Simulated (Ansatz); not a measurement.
Born–Oppenheimer molecular dynamics of AlCl$_{2}$F (4 atoms, charge 0, multiplicity 1). It starts from a relaxed structure.

All numbers below come from RKS B3LYP-D4/def2-SVP in Ansatz.

```yaml
ensemble: NVT, Nosé–Hoover chain
time_step: 2 fs
steps_asked: 500
set_temperature: 500 K
thermostat: time constant 100 fs, chain length 3 (defaults)
seed: 981989
```

Frames 4 fs apart, positions in Å.

Velocities at 940 fs (Å/ps):

```
Al -2.76 5.57 3.25
Cl 0.98 -1.25 -2.77
Cl -2.02 -1.47 0.61
F 5.87 -2.83 -0.58
```

```xyz
4
Properties=species:S:1:pos:R:3 time_fs=940 energy_less_start_eV=0.034 T=549
Al 0.055 0.073 0.039
Cl -0.031 -0.039 2.110
Cl 1.838 0.005 -1.087
F -1.389 -0.041 -0.774
4
Properties=species:S:1:pos:R:3 time_fs=944 energy_less_start_eV=0.056 T=481
Al 0.045 0.094 0.051
Cl -0.026 -0.044 2.100
Cl 1.829 -0.001 -1.084
F -1.365 -0.052 -0.776
4
Properties=species:S:1:pos:R:3 time_fs=948 energy_less_start_eV=0.090 T=364
Al 0.039 0.113 0.059
Cl -0.022 -0.048 2.091
Cl 1.817 -0.005 -1.079
F -1.344 -0.061 -0.780
4
Properties=species:S:1:pos:R:3 time_fs=952 energy_less_start_eV=0.112 T=289
Al 0.040 0.130 0.063
Cl -0.017 -0.052 2.085
Cl 1.804 -0.009 -1.073
F -1.329 -0.070 -0.788
4
Properties=species:S:1:pos:R:3 time_fs=956 energy_less_start_eV=0.117 T=278
Al 0.047 0.143 0.063
Cl -0.012 -0.055 2.083
Cl 1.790 -0.013 -1.064
F -1.322 -0.077 -0.800
4
Properties=species:S:1:pos:R:3 time_fs=960 energy_less_start_eV=0.122 T=266
Al 0.058 0.153 0.059
Cl -0.007 -0.058 2.086
Cl 1.776 -0.014 -1.056
F -1.320 -0.083 -0.815
4
Properties=species:S:1:pos:R:3 time_fs=964 energy_less_start_eV=0.140 T=203
Al 0.068 0.159 0.051
Cl -0.002 -0.059 2.092
Cl 1.764 -0.015 -1.048
F -1.322 -0.087 -0.829
4
Properties=species:S:1:pos:R:3 time_fs=968 energy_less_start_eV=0.160 T=131
Al 0.071 0.161 0.041
Cl 0.003 -0.060 2.100
Cl 1.757 -0.016 -1.042
F -1.323 -0.088 -0.842
4
Properties=species:S:1:pos:R:3 time_fs=972 energy_less_start_eV=0.160 T=133
Al 0.067 0.158 0.032
Cl 0.008 -0.060 2.110
Cl 1.755 -0.015 -1.039
F -1.323 -0.085 -0.853
4
Properties=species:S:1:pos:R:3 time_fs=976 energy_less_start_eV=0.138 T=225
Al 0.053 0.150 0.027
Cl 0.013 -0.058 2.118
Cl 1.760 -0.014 -1.039
F -1.322 -0.080 -0.861
4
Properties=species:S:1:pos:R:3 time_fs=980 energy_less_start_eV=0.109 T=342
Al 0.034 0.139 0.026
Cl 0.018 -0.055 2.126
Cl 1.770 -0.012 -1.042
F -1.323 -0.071 -0.868
4
Properties=species:S:1:pos:R:3 time_fs=984 energy_less_start_eV=0.089 T=430
Al 0.015 0.122 0.030
Cl 0.023 -0.051 2.131
Cl 1.783 -0.009 -1.046
F -1.329 -0.061 -0.876
```

Of the whole run (1000 fs, mean temperature of the second half 235 K): The conserved energy stayed within 0.58 meV per atom of its start (net change 0.16 meV per atom), so the integration is sound. The mean temperature of the second half is 53 % below the set value. A run of 1 ps of so small a system gives no equilibrium averages.

Time of the run: 17 min on 1 thread of Arm Neoverse V1, with other jobs on the host, peak memory 0.13 GiB.
